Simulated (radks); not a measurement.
Valence configurations of Ru (all share [Kr]). All-electron calculation, scalar-relativistic Kohn-Sham, PBE, spin-polarised, spherical densities, point nucleus; open shells are filled with parallel spins first (spin-orbit coupling, left out, can overturn this in heavy ions). Program: a radial shooting solver on a logarithmic mesh with Libxc functionals. Energies are relative to 4d7 5s1; eigenvalues in eV for spin up.

valence,E (eV),moment (Bohr magnetons),e(4d),e(5p),e(5s)
4d7 5s1,0.000,4,-5.965,-,-4.761
4d6 5s1 5p1,3.531,6,-10.042,-2.473,-6.802
4d5 5s2 5p1,6.463,6,-13.138,-2.900,-7.689
4d5 5s1 5p2,8.886,8,-14.157,-3.586,-8.598
4d6 5p2,7.936,6,-11.286,-3.094,-
4d8,1.046,2,-3.670,-,-
4d4 5s2 5p2,18.116,6,-17.108,-4.034,-9.424
4d5.5 5s0.5 5p2,8.338,7,-12.688,-3.337,-8.082
4d6 5s2,0.987,4,-8.745,-,-5.601
4d7 5p1,3.668,4,-7.437,-1.975,-

NIST lists [Kr] 4d7 5s1 as the ground configuration; this level of theory agrees among the configurations tried. The energies are those of spherical high-spin densities, not of single terms.
